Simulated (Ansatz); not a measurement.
H2GeS, SMILES `[SH][GeH]` (excited triplet; H–S–Ge–H torsion 94°) (charge 0, multiplicity 3). This triplet is an excited state, 1.71 eV above the relaxed singlet at the level composite: frozen-core CCSD(T) with HF/cc-pVQZ and the correlation energy extrapolated as X^-3 from cc-pVTZ and cc-pVQZ, plus CCSDT(Q) minus CCSD(T) in cc-pVDZ // PBE0-D3(BJ)/def2-TZVP (Ansatz, a quantum-chemistry and plane-wave program).

Level of theory: Ansatz with LC-ωPBE/cc-pVTZ // PBE0-D3(BJ)/def2-TZVP.

Ansatz 0.2 input:
```yaml
crystal:
  periodic: [false, false, false]
  atoms:
    - { symbol: S, position_ang: [-1.112468, 0.322483, 0.632527] }
    - { symbol: Ge, position_ang: [0.881915, 0.546585, -0.283566] }
    - { symbol: H, position_ang: [-1.707697, -0.316125, -0.392489] }
    - { symbol: H, position_ang: [1.93825, -0.552943, 0.043528] }
basis:
  gaussian: { orbitals: cc-pVTZ }
hamiltonian:
  xc: lc_wpbe
magnetization:
  spin_polarized: true
  initial_magnetization: 2
```

Output:

```
Functional definition: LC-wPBE
745 factors; their error is unknown
203 factors; integrals over basis functions are off by at most 5.6e-5 eV
mean field evaluation 1: about -67374.6040 eV, gradient 1.2e1 eV
mean field evaluation 2: about -67375.1310 eV, gradient 8.6e0 eV
mean field evaluation 4: about -67375.4103 eV, gradient 5.7e-1 eV
mean field evaluation 8: about -67375.4228 eV, gradient 7.5e-2 eV
mean field evaluation 16: about -67375.4059 eV, gradient 2.1e-4 eV
mean field -67375.40591570 eV, -2476.0004987116 hartree, gradient 6.5e-5 eV, S^2 2.009193; 0 other end points of the search recorded, 0 dependent functions left out
reference -67375.40591571 eV, -2476.0004987119 hartree; 26, 24 occupied and 79, 81 virtual orbitals, 745 factors
Total energy: -67375.40591571 eV, -2476.0004987119 hartree
```
